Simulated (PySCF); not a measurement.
BeO. Atoms are numbered in the order given.

```xyz
2

Be     0.0000     0.0000    -0.8825
O      0.0000     0.0000     0.4412
```

Geometry: B3LYP-D3(BJ)/def2-TZVPD.

Level of theory: B3LYP-D3(BJ)/def2-TZVPD in PySCF.

Harmonic, unscaled wavenumbers; measured fundamentals usually lie a few per cent lower.

```json
[
 {"mode": "1", "ν (cm⁻¹)": "1536", "IR (km/mol)": "20.4", "Raman (Å⁴/amu)": "344.1", "depolarisation": "0.01", "moving atoms (share of kinetic energy)": "Be 64 %, O 36 %"}
]
```
